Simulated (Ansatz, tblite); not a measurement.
Cost and result up the ladder for Cu₂Sn₂⁺ (4 atoms). Charge 1, multiplicity 2. Geometry: PBE-D4/def2-SVP.

```
atom   x (Å)   y (Å)   z (Å)
 Cu1  -0.144  -1.291   0.840
 Cu2   1.420   0.580   0.194
 Sn3  -0.168  -0.422  -1.631
 Sn4  -1.108   1.132   0.597
```

Ansatz on 4 threads of Arm Neoverse V1 on a shared host; xTB runs through tblite on one thread. Times are rough, summed over both states, and most runs start from the orbitals of an earlier one. PBE0-D4/def2-TZVP serves as the yardstick here, not as an exact answer. The other state is a quartet at its own geometry, which has other bonds, so the gap mixes isomer and spin.

In the def2 sets Sn takes a core potential; there is no spin–orbit coupling. The xTB rows come from tblite. LC-ωPBE has ω = 0.4 bohr⁻¹. The structure comes from a short search, and lower isomers may exist.

Run but left out: HF/STO-3G, HF/def2-SVP, HF/def2-TZVP, MP2/def2-SVP, MP2/def2-TZVP, CCSD/def2-SVP, CCSD(T)/def2-SVP (doublet: ⟨S²⟩ 1.63 to 5.35, where a pure state has 0.75).

xTB has no spin-polarisation term.

| level | functions | quartet − doublet (eV) | difference from PBE0-D4/def2-TZVP (eV) |
| --- | --- | --- | --- |
| revPBE-D4/def2-TZVP | 190 | 1.31 | -0.06 |
| GFN2-xTB | 36 | 2.16 | 0.79 |
| r2SCAN-D4/def2-TZVP (with forces) | 190 | 1.37 | -0.01 |
| PBE0-D4/def2-TZVP | 190 | 1.37 | 0.00 |
| PBE-D4/def2-TZVP | 190 | 1.39 | 0.01 |
| GFN1-xTB | 36 | 2.01 | 0.63 |
| LC-ωPBE/def2-TZVP | 190 | 1.23 | -0.15 |

Question: Estimate how long each takes.

Answer: GFN1-xTB 0.009 s; GFN2-xTB 0.009 s; PBE-D4/def2-TZVP 11 s; revPBE-D4/def2-TZVP 12 s; PBE0-D4/def2-TZVP 22 s; LC-ωPBE/def2-TZVP 36 s; r2SCAN-D4/def2-TZVP (with forces) 42 s. On shared hardware such times vary by a factor of up to 3.
